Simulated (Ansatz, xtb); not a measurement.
# Two conformers of C2H8GeO+

We compare X, the doublet with the links of `C[CH2][GeH][OH2+]`, with Y, the doublet with the links of `C[CH2][GeH][OH2+]`. Both are isolated ions in the gas phase, relaxed with PBE0-D3(BJ)/def2-SVP.

X (Å):

```yaml
atoms:
  - { symbol: C, position_ang: [-0.8740, 0.5451, -0.7819] }
  - { symbol: C, position_ang: [-0.1465, -0.2359, 0.2978] }
  - { symbol: Ge, position_ang: [-0.5150, -2.1554, 0.4040] }
  - { symbol: O, position_ang: [0.2607, -2.7593, -1.3887] }
  - { symbol: H, position_ang: [-0.5856, 1.6054, -0.7253] }
  - { symbol: H, position_ang: [-0.6167, 0.2010, -1.7951] }
  - { symbol: H, position_ang: [-1.9662, 0.4966, -0.6651] }
  - { symbol: H, position_ang: [0.9535, -0.1991, 0.1913] }
  - { symbol: H, position_ang: [-0.3879, 0.1313, 1.3110] }
  - { symbol: H, position_ang: [0.4689, -3.0275, 1.2258] }
  - { symbol: H, position_ang: [0.6843, -3.6272, -1.4935] }
  - { symbol: H, position_ang: [-0.1423, -2.5067, -2.2350] }
```

Y (Å):

```xyz
12

C     0.2125   -0.0784   -2.0346
C     0.4072   -1.3609   -1.2367
Ge   -0.8734   -1.4982    0.2392
O    -0.3792    0.1880    1.2891
H    -0.7976    0.0008   -2.4629
H     0.4075    0.8224   -1.4353
H     0.9232   -0.0724   -2.8770
H     0.2168   -2.2680   -1.8370
H     1.4215   -1.4694   -0.8214
H    -2.3148   -0.9924   -0.0317
H    -1.0512    0.7166    1.7500
H     0.4636    0.2752    1.7631
```

**Question.** Estimate which is lower in electronic energy at CCSD(T)/def2-SVP + ΔMP2/def2-TZVPP, and by roughly how much.

**Answer.** Too close to call at this level: CCSD(T)/def2-SVP + ΔMP2/def2-TZVPP gives E(Y) − E(X) = −0.023 eV.

Level by level:

```csv
level,geometry,E(Y) − E(X) (eV),departure from the last row (eV),"job, with rough time for the two"
PBE0-D3(BJ)/def2-SVP,PBE0-D3(BJ)/def2-SVP,−0.021,+0.002,"optimisation, 2.8 min"
HF/def2-SVP,PBE0-D3(BJ)/def2-SVP,−0.001,+0.022,part of the CCSD(T) run
MP2/def2-SVP,PBE0-D3(BJ)/def2-SVP,−0.018,+0.004,part of the CCSD(T) run
CCSD(T)/def2-SVP,PBE0-D3(BJ)/def2-SVP,−0.018,+0.005,single point
CCSD(T)/def2-SVP + ΔMP2/def2-TZVPP,PBE0-D3(BJ)/def2-SVP,−0.023,,"single point, 2.5 min"
```

The largest departure from CCSD(T)/def2-SVP + ΔMP2/def2-TZVPP is that of HF/def2-SVP, 0.022 eV. Levels run at GFN2-xTB geometries aren't shown. The last row adds to CCSD(T) the change of the MP2 difference between the two basis sets, here −0.005 eV.

With harmonic frequencies from PBE0-D3(BJ)/def2-SVP (ideal gas, rigid rotor, one conformer each, 298.15 K, 1 atm): on the last row, ΔE + ΔZPE = −0.020 eV. A mode under 50 cm⁻¹ makes harmonic enthalpies and free energies unreliable, so none is given.

Open shells are spin-unrestricted. The correlated steps freeze 12 core orbitals; the filled d shell of Ge is correlated, in a basis made for valence electrons. Run with Ansatz 0.2.0; the last row on 2 threads of Arm Neoverse V1 on a shared host.
